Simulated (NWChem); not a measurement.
# MoN2H2ClF; SMILES [NH]=[Mo]([Cl])(=[NH])[F]

def2 effective core potentials on Mo; no spin-orbit coupling.

Problem. Give the equilibrium geometry at PBE0/def2-SVP with def2 effective core potentials on Mo (NWChem) as a list of bonds and angles, with the point group.

Solution. point group Cs; any orientation.
Bonds (Å): Mo1–N2 1.710, Mo1–N4 1.710, Mo1–F6 1.855, Mo1–Cl7 2.287, N2–H3 1.019, N4–H5 1.019. Angles (°): N2–Mo1–N4 108.3, N2–Mo1–F6 108.6, N2–Mo1–Cl7 107.4, N4–Mo1–F6 108.6, N4–Mo1–Cl7 107.4, F6–Mo1–Cl7 116.4, Mo1–N2–H3 154.4, Mo1–N4–H5 154.4.
